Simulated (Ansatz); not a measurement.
Reaction (cleavage of the Si–Si bond): `O[SiH2][SiH2]F` + `O[SiH](O)O` → `O[SiH](O)O[SiH2]F` + `O[SiH3]`

Computed with Ansatz on PBE0-D4/def2-TZVP structures; ΔE is electronic, products minus reactants. CCSD(T)/CBS is the MP2 limit (def2-TZVPP, def2-QZVPP) plus CCSD(T) − MP2 in def2-TZVPP, frozen cores. This one scheme is used for every species. Functionals use def2-TZVPP. B3LYP here is the variant with VWN-RPA as its local correlation; programs differ in this. Each species was taken in one conformer, which may not be the lowest.

`O[SiH2][SiH2]F`:

```xyz
9

O    -1.451    1.235    0.309
Si    0.139    0.918   -0.015
Si    0.284   -1.424   -0.078
F     1.807   -1.826   -0.402
H    -1.726    2.150    0.381
H     1.036    1.479    1.037
H     0.565    1.513   -1.314
H    -0.575   -2.006   -1.143
H    -0.080   -2.040    1.225
```

`O[SiH](O)O`:

```xyz
8

O    -0.179    1.032   -1.263
Si    0.330    0.089   -0.035
O    -0.326   -1.416   -0.019
O    -0.128    0.764    1.380
H    -1.077    1.367   -1.223
H     1.794    0.016   -0.208
H    -0.093   -2.013   -0.731
H    -0.321    0.161    2.099
```

`O[SiH](O)O[SiH2]F`:

Z-matrix (Å, degrees):
```
Si
O 1 1.638
O 1 1.625 2 104.3
O 1 1.629 2 113.3 3 -120.7
H 1 1.472 2 112.1 3 120.6
H 2 0.958 1 117.9 3 179.3
Si 3 1.620 1 148.0 2 29.0
H 4 0.959 1 118.7 2 65.4
F 7 1.592 3 107.7 1 148.2
H 7 1.479 3 111.0 1 30.6
H 7 1.478 3 110.1 1 -95.2
```

`O[SiH3]`:

Z-matrix (Å, degrees):
```
Si
O 1 1.648
H 1 1.489 2 111.7
H 1 1.489 2 111.7 3 120.9
H 1 1.481 2 105.9 3 -119.6
H 2 0.957 1 117.9 3 -60.5
```

Problem. Is it downhill or uphill in electronic energy at CCSD(T)/CBS, and by how much? (An estimate is asked.)

Solution. The calculation gave: Downhill: ΔE = -145.9 kJ/mol.

Problem. What do these levels give: PBE-D4, r2SCAN-D4, PBE0-D4, B3LYP-D4, ωB97M-V, B2PLYP, PBE, r2SCAN, HF/def2-TZVPP, MP2/def2-TZVPP, HF/def2-QZVPP, MP2/CBS(def2)? (Estimate.)

Solution. Computed: PBE-D4 -117.5, r2SCAN-D4 -139.9, PBE0-D4 -127.4, B3LYP-D4 -143.2, ωB97M-V -146.8, B2PLYP -148.2, PBE -116.5, r2SCAN -139.4, HF/def2-TZVPP -168.9, MP2/def2-TZVPP -154.4, HF/def2-QZVPP -171.8, MP2/CBS(def2) -153.0 kJ/mol.

Largest T1 diagnostic among the species: 0.012.

From PBE to PBE0 (25 % exact exchange), in def2-TZVPP and without D4, ΔE moves by −9.9 kJ/mol. In def2-TZVPP, CCSD(T) changes the Hartree–Fock value by +21.5 kJ/mol (the triples alone add +2.7 kJ/mol) and MP2 by +14.4 kJ/mol.
